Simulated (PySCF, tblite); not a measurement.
Isomers of C4H4F3O2 (doublet state). All values are computed: GFN2-xTB (tblite) harmonic vibrations without scaling, gas phase. Errors from tens to a few hundred cm⁻¹ against measured bands are possible. One conformer each. Open shells enter through the occupations alone, without spin polarisation, and single modes of such species can be off by tens of per cent.

Electronic energies: B3LYP/pcH-1 single points on the GFN2-xTB geometries (PySCF, gas phase).

| SMILES | electronic energy, lowest = 0 (kcal/mol) |
| --- | --- |
| O[CH]O/C=C/C(F)(F)F | 28.0 |
| C[C@H]([C]=O)OC(F)(F)F | 6.7 |
| O=CO[CH]CC(F)(F)F | 0.0 |
| C[C](C=O)OC(F)(F)F | 0.7 |
| CC(=O)[CH]OC(F)(F)F | 4.5 |

**Question.** How do GFN2-xTB zero-point energies change the relative energies?

**Answer.** 
```csv
SMILES,ZPE (kcal/mol),of it from modes above 1550 cm⁻¹,electronic (kcal/mol),"with ZPE, lowest = 0 (kcal/mol)",lowest mode (cm⁻¹),rings
O=CO[CH]CC(F)(F)F,48.7,19.6,0.0,0.0,38,0
C[C](C=O)OC(F)(F)F,48.7,19.2,0.7,0.8,50,0
CC(=O)[CH]OC(F)(F)F,48.9,19.8,4.5,4.8,42,0
C[C@H]([C]=O)OC(F)(F)F,49.0,19.9,6.7,7.1,27,0
O[CH]O/C=C/C(F)(F)F,47.8,20.8,28.0,27.2,22,0
```

The zero-point energies span 1.2 kcal/mol, from `O[CH]O/C=C/C(F)(F)F` to `C[C@H]([C]=O)OC(F)(F)F`. The order is unchanged.

**Question.** And how do the electronic energies of GFN2-xTB itself compare?

**Answer.** `O=CO[CH]CC(F)(F)F` 5.4; `C[C](C=O)OC(F)(F)F` 0.0; `CC(=O)[CH]OC(F)(F)F` 3.5; `C[C@H]([C]=O)OC(F)(F)F` 13.6; `O[CH]O/C=C/C(F)(F)F` 19.2 kcal/mol, lowest = 0. Against the energies above, taken from the same isomer `O=CO[CH]CC(F)(F)F`, the largest difference is 14.2 kcal/mol.

**Question.** What do entropy and thermal enthalpy add at 298.15 K and 1 bar (rigid rotor, harmonic oscillator, one conformer each)?

**Answer.** 
```tsv
SMILES	point group	symmetry number	S (cal/(mol K))	H − H(0) (kcal/mol)	ZPE + H − H(0) − TS (kcal/mol)
O=CO[CH]CC(F)(F)F	C1	1	99.6	6.46	25.4
C[C](C=O)OC(F)(F)F	Cs	1	98.4	6.53	25.9
CC(=O)[CH]OC(F)(F)F	Cs	1	97.7	6.50	26.3
C[C@H]([C]=O)OC(F)(F)F	C1	1	99.2	6.56	26.0
```

S holds R ln(2S + 1) for the spin.

Not tabulated: `O[CH]O/C=C/C(F)(F)F` (lowest mode only 22 cm⁻¹).
